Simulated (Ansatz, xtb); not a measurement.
Relative energy of two isomers of C3H9Sn+

Structure X is `[CH3][Sn+]([CH3])[CH3]`, a singlet and structure Y is `C[CH2][SnH+][CH3]`, a singlet. Both are isolated ions in the gas phase, relaxed with B3LYP-D3(BJ)/def2-SVP, each in the lowest conformer that the search found.

Problem. Estimate E(Y) − E(X) at the level CCSD(T)/def2-SVP + ΔMP2/def2-TZVPP.

Solution. Calculated at CCSD(T)/def2-SVP + ΔMP2/def2-TZVPP: E(Y) − E(X) = +15.0 kcal/mol, so structure X lies lower.

The same difference at several levels:

| level | geometry | E(Y) − E(X) (kcal/mol) | departure from the last row (kcal/mol) | job, with rough time for the two |
| --- | --- | --- | --- | --- |
| GFN2-xTB | GFN2-xTB | −1.1 | −16.0 | optimisation, 0.91 s |
| HF/STO-3G | GFN2-xTB | +20.0 | +5.1 | single point, 2.6 s |
| r2SCAN-D4/def2-SVP | GFN2-xTB | +13.3 | −1.6 | single point, 6.6 s |
| B3LYP-D3(BJ)/def2-SVP | B3LYP-D3(BJ)/def2-SVP | +11.8 | −3.2 | optimisation, 3.2 min |
| HF/def2-SVP | B3LYP-D3(BJ)/def2-SVP | +11.1 | −3.8 | part of the CCSD(T) run |
| MP2/def2-SVP | B3LYP-D3(BJ)/def2-SVP | +12.0 | −2.9 | part of the CCSD(T) run |
| CCSD(T)/def2-SVP | B3LYP-D3(BJ)/def2-SVP | +11.0 | −3.9 | single point |
| CCSD(T)/def2-SVP + ΔMP2/def2-TZVPP | B3LYP-D3(BJ)/def2-SVP | +15.0 |  | single point, 75 s |

As drawn, Y has 1 C–C, 1 Sn–H in place of 1 C–Sn, 1 C–H.

GFN2-xTB puts the two in the other order. The largest departure from CCSD(T)/def2-SVP + ΔMP2/def2-TZVPP is that of GFN2-xTB, 16.0 kcal/mol. The last row adds to CCSD(T) the change of the MP2 difference between the two basis sets, here +3.9 kcal/mol, a large step that makes the value less sure.

With harmonic frequencies from B3LYP-D3(BJ)/def2-SVP (ideal gas, rigid rotor, one conformer each, 200 K, 1 atm): on the last row, ΔE + ΔZPE = +14.8 kcal/mol. A mode under 50 cm⁻¹ makes harmonic enthalpies and free energies unreliable, so none is given.

The correlated steps freeze 7 core orbitals; the filled d shell of Sn is correlated, in a basis made for valence electrons. Atoms past krypton carry core potentials in the def2 sets, other sets are all-electron and non-relativistic, and no spin–orbit term is included. Codes used: Ansatz 0.2.0, xtb 6.7.1; the last row on 2 threads of Intel(R) Xeon(R) Processor @ 2.50GHz (Skylake/Cascade Lake) on a shared host.
